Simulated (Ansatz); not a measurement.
Frontier orbitals of AlBH₅NO (`B[O][AlH][NH2]`).

```xyz
9

B     1.568    0.801    1.269
O     0.812    0.305    0.293
Al   -0.131   -0.328   -0.954
N    -1.824   -0.668   -0.622
H     1.659    1.995    1.407
H     2.156    0.052    2.009
H     0.516   -0.595   -2.360
H    -2.290   -0.517    0.258
H    -2.466   -1.045   -1.299
```

Charge 0, multiplicity 1. The structure was optimised at the PBE0-D4/def2-TZVP level. It is one conformer, not always the lowest. Basis def2-TZVPP, Ansatz 0.2.0.

| functional | HOMO (eV) | LUMO (eV) |
| --- | --- | --- |
| r2SCAN0 | -7.73 | 0.00 |

Task: Give HOMO and LUMO (eV) with LDA (SPW92), PBE, revPBE, BLYP, r2SCAN, B97M-V, PBE0, B3LYP, r2SCANh, HSE06 (plane-wave form), BHLYP, CAM-B3LYP, LC-ωPBE, ωB97X-V, ωB97M-V, HF. (Estimate.)

Result: The calculation gave: 
| functional | HOMO | LUMO |
| --- | --- | --- |
| LDA (SPW92) | -6.25 | -1.58 |
| PBE | -6.13 | -1.29 |
| revPBE | -6.08 | -1.18 |
| BLYP | -6.03 | -1.17 |
| r2SCAN | -6.42 | -0.86 |
| B97M-V | -6.51 | -1.01 |
| PBE0 | -7.53 | -0.27 |
| B3LYP | -7.30 | -0.52 |
| r2SCANh | -6.94 | -0.51 |
| HSE06 (plane-wave form) | -7.12 | -0.65 |
| BHLYP | -8.86 | 0.63 |
| CAM-B3LYP | -8.97 | 0.78 |
| LC-ωPBE | -10.37 | 1.89 |
| ωB97X-V | -10.00 | 1.76 |
| ωB97M-V | -9.89 | 1.43 |
| HF | -10.99 | 2.50 |

B3LYP here is the variant with VWN-RPA as its local correlation; programs differ in this. LC-ωPBE has ω = 0.4 bohr⁻¹. Positive LUMOs are unbound and depend on the basis.
